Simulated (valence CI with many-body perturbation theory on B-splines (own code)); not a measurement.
**Level structure of Mo²⁺**

Level of theory: relativistic CI+MBPT: four valence electrons over a frozen Dirac-Fock core [Kr], radial functions for each j: 7 s, 7 p, 8 d, 6 f, 4 g, 1 h, with the one-electron correlation potential Σ1, the two-electron term Σ2, the three-electron term Σ3, Breit, model QED; selected CI, second order for the rest, scaled by the run's own slope (own B-spline code, finite nucleus).

Against 67 measured levels this calculation errs by 561 cm⁻¹ on average and by 1275 at most. These come from a selection out of Sugar and Musgrove, J. Phys. Chem. Ref. Data 17, 155 (1988). Levels without a partner in it may be off by more, other configurations by 1,000 to 8,000 cm⁻¹. Among the levels kept, up to 470 cm⁻¹ of a level comes from second order outside the variational space, and about a tenth of that is noise between levels of different J, which matters for small intervals.

Levels 181 to 205 of 205, with energies above the lowest level, 4d4 5D_0. "Leading %" is the weight of the configuration and term that name the level; weights of strongly mixed levels are sums over their largest components and can fall short. In the jj column 3d3/2^4 stands for four electrons in 3d with j = 3/2.

```tsv
No.	Configuration	Term	J	E (eV)	Leading %	Leading jj	g	Second component
181	4d3.5p	3D°	3	14.234	83	4d5/2^3 5p1/2 (21 %)	1.302	7 % 4d3.5p 3F°
182	4d3.5p	3F°	2	14.413	66	4d3/2 4d5/2^2 5p1/2 (68 %)	0.775	26 % 4d3.5p 1D°
183	4d3.5p	3F°	3	14.496	76	4d3/2 4d5/2^2 5p3/2 (27 %)	1.101	10 % 4d3.5p 3D°
184	4d3.5p	1D°	2	14.590	48	4d3/2 4d5/2^2 5p3/2 (29 %)	0.745	28 % 4d2.5s.5p 5G°
185	4d2.5s.5p	5G°	2	14.597	62	4d3/2^2 5s 5p1/2 (41 %)	0.520	19 % 4d3.5p 1D°
186	4d3.5p	3F°	4	14.597	94	4d3/2^2 4d5/2 5p3/2 (49 %)	1.249	
187	4d2.5s.5p	5G°	3	14.706	90	4d3/2 4d5/2 5s 5p1/2 (43 %)	0.927	
188	4d3.5p	3P°	2	14.745	86	4d3/2^2 4d5/2 5p3/2 (26 %)	1.474	5 % 4d3.5p 3D°
189	4d3.5p	3P°	1	14.838	91	4d3/2 4d5/2^2 5p3/2 (59 %)	1.472	
190	4d3.5p	1F°	3	14.846	82	4d3/2 4d5/2^2 5p3/2 (58 %)	1.011	11 % 4d3.5p 3F°
191	4d2.5s.5p	5G°	4	14.856	90	4d3/2 4d5/2 5s 5p1/2 (44 %)	1.157	
192	4d3.5p	3P°	0	14.881	93	4d3/2 4d5/2^2 5p3/2 (84 %)		
193	4d2.5s.5p	5F°	1	14.897	91	4d3/2^2 5s 5p1/2 (39 %)	0.022	
194	4d2.5s.5p	5F°	2	14.959	89	4d3/2 4d5/2 5s 5p1/2 (28 %)	1.005	
195	4d2.5s.5p	5G°	5	15.040	91	4d3/2 4d5/2 5s 5p3/2 (48 %)	1.271	
196	4d2.5s.5p	5F°	3	15.054	88	4d3/2 4d5/2 5s 5p1/2 (36 %)	1.249	
197	4d2.5s.5p	5F°	4	15.177	88	4d3/2 4d5/2 5s 5p3/2 (49 %)	1.345	
198	4d2.5s.5p	5G°	6	15.258	94	4d5/2^2 5s 5p3/2 (72 %)	1.334	
199	4d2.5s.5p	5D°	0	15.308	92	4d3/2^2 5s 5p3/2 (64 %)		
200	4d2.5s.5p	5F°	5	15.319	89	4d5/2^2 5s 5p3/2 (40 %)	1.392	
201	4d2.5s.5p	5D°	1	15.324	90	4d3/2^2 5s 5p3/2 (56 %)	1.466	
202	4d2.5s.5p	5D°	2	15.355	86	4d3/2^2 5s 5p3/2 (38 %)	1.466	4 % 4d2.5s.5p 3D°
203	4d2.5s2	1S	0	15.379	90	4d5/2^2 5s^2 (61 %)		
204	4d2.5s.5p	5D°	3	15.409	82	4d3/2 4d5/2 5s 5p3/2 (41 %)	1.465	
205	4d3.5p	1P°	1	15.463	92	4d3/2^2 4d5/2 5p3/2 (33 %)	0.999
```

Names give the largest LS component (configuration and term), which can be under half, so a name can repeat, a term be missing and a line seem to break the LS rules; names also repeat where a configuration has a term twice.

Where two levels of one J and parity lie close, their mixing, g and order are uncertain.
